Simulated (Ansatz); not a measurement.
CaO₂H₂. Charge 0, multiplicity 3. Geometry PBE0-D4/def2-TZVP, that of the neutral singlet; atoms count from 1.

```xyz
5

Ca   -0.081   -0.148   -0.125
O    -1.448   -0.371    1.355
O     1.436    0.349   -1.374
H     2.163    0.613   -1.930
H    -2.069   -0.443    2.073
```

At PBE0-D4/def2-TZVP a singlet of charge 0 lies 4.58 eV below the triplet at the same geometry. The structure comes from a short search, and lower isomers may exist.

Q: Estimate the Mulliken populations from the PBE0/def2-TZVP orbitals of Ansatz.

A: 
```json
{"atom": "Ca1", "charge (e)": "0.57", "spin (α − β)": "0.96"}
{"atom": "O2", "charge (e)": "-0.60", "spin (α − β)": "0.53"}
{"atom": "O3", "charge (e)": "-0.60", "spin (α − β)": "0.53"}
{"atom": "H4", "charge (e)": "0.32", "spin (α − β)": "-0.01"}
{"atom": "H5", "charge (e)": "0.32", "spin (α − β)": "-0.01"}
```
Mulliken values and Mayer orders depend strongly on the basis.

Q: Where does the spin sit?

A: Summed by element: Ca 0.96, O 1.06, H -0.02, of 2 unpaired in all. Largest on single atoms: Ca1 0.96, O3 0.53, O2 0.53.

Q: And the Mayer bond orders between bonded heavy atoms (over 0.3)?

A: Ca1–O2 0.38 (2.03 Å); Ca1–O3 0.38 (2.03 Å). Values over 0.3 also appear between atoms too far apart for a bond (O2–O3 0.41 at 4.03 Å); they arise where an orbital or an unpaired electron spreads over both atoms.
